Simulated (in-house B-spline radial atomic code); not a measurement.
A run on Fe- that did not converge. Method: scalar-relativistic (X2C) r2SCAN0, spin-polarised, spherical fractional occupations, exact exchange averaged over the configuration, Fermi nucleus of rms radius 3.7377 fm; computed with a B-spline radial code for spherical atoms.

Command:
```bash
python run_scf.py task.json out
```
Settings (nuclear radius in fm, mass in u):
```
Z                26
configuration    [Ar] 3d7 4s2
hamiltonian      x2c
method           r2scan0
spin_polarised   True
nucleus          fermi
rms_radius       3.7377
atomic_mass      55.93494
speed_of_light   137.035999084
exact_exchange   averaged over the configuration
```

First and last ten iterations of the last attempt (damped for 15 steps, keeping 80 % of the old Fock matrix, then DIIS):
```
 iter        energy (Eh)    residual
    1       -1271.681638    9.20e-02
    2       -1270.497395    2.18e-01
    3       -1271.699220    1.19e-01
    4       -1272.236358    5.93e-02
    5       -1272.439216    3.42e-02
    6       -1272.502658    2.23e-02
    7       -1271.836301    7.79e-02
    8       -1272.334858    5.04e-02
    9       -1272.487219    2.25e-02
   10       -1271.848157    7.48e-02
  111       -1271.653174    8.02e-02
  112       -1271.574664    8.40e-02
  113       -1272.482247    2.52e-02
  114       -1272.485200    2.45e-02
  115       -1271.596166    8.28e-02
  116       -1270.998661    8.55e-02
  117       -1271.634442    8.10e-02
  118       -1271.696699    7.80e-02
  119       -1251.435043    2.93e-01
  120       -1251.489502    2.93e-01
 not converged after 120 iterations
```

The smallest residual met was 1.1e-02; the threshold is about 3e-07. No energy from this run should be used. Cost of the run: 5.8 s on 1 thread of Intel(R) Xeon(R) 6975P-C, on a shared host.
